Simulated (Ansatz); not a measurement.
The first iterations of a band of C2H9BOSi (14 atoms, charge 0, multiplicity 1).

Method: Ansatz, RKS PBE0/6-31G*.

```yaml
movable_images: 3
climbing_image: no
spring: 5.0 eV/Å²
optimiser: quadratic models (default)
start_path: through a guess of the saddle point
force_threshold: 0.05 eV/Å
iteration_limit: 60
end_points: relaxed
```

First end point:

```xyz
14
Properties=species:S:1:pos:R:3
C -1.753 0.015 1.929
O -1.223 -0.290 0.657
B 0.095 -0.518 0.465
C 0.611 -0.800 -0.982
Si 1.323 0.774 -1.744
H -0.972 0.035 2.698
H -2.243 0.994 1.885
H -2.502 -0.738 2.193
H 0.844 -0.460 1.412
H 1.425 -1.537 -0.972
H -0.189 -1.161 -1.639
H 0.272 1.823 -1.876
H 2.418 1.327 -0.896
H 1.883 0.508 -3.101
```

Last end point:

```xyz
14
Properties=species:S:1:pos:R:3
C -1.162 0.351 1.451
O -1.177 -1.130 1.653
B 0.141 -0.264 0.861
C 0.257 -0.603 -0.679
Si 1.209 0.765 -1.559
H -1.195 0.810 2.437
H -1.999 0.670 0.826
H -1.700 -1.524 0.939
H 1.097 -0.359 1.578
H 0.805 -1.538 -0.854
H -0.716 -0.682 -1.188
H 0.479 2.064 -1.463
H 2.562 0.954 -0.963
H 1.386 0.457 -3.009
```

| iteration | highest image above the first end (eV) | largest band force component (eV/Å) |
| --- | --- | --- |
| 1 | 5.076 | 12.449 |
| 2 | 3.151 | 5.458 |
| 3 | 2.429 | 2.906 |
| 4 | 2.130 | 1.103 |
| 5 | 2.031 | 0.607 |
| 6 | 1.976 | 0.370 |

Does the band converge within its limit, and where does its top end?

The forces met the threshold. It ended after 20 iterations with the highest image 1.948 eV above the first end. The profile has 2 maxima (images 1, 3) with wells between them (image 2): this band takes more than one step, which may be the mechanism or a detour left from its start path. Neighbouring images differ by up to 1.9 eV, so the band resolves the path poorly. No image climbed, so the highest image needn't sit at the top of the path. A band with more images between the same ends climbed to 3.93 eV, so this one has probably stepped over the top. So few images can step over the top or miss a turn of the path. The orbitals stay closed-shell, which can raise the energy where a bond breaks towards radicals; this wasn't checked here.

The run took 96 s on 2 threads of Intel(R) Xeon(R) 6975P-C (Granite Rapids) (shared host), peak memory 0.25 GiB.
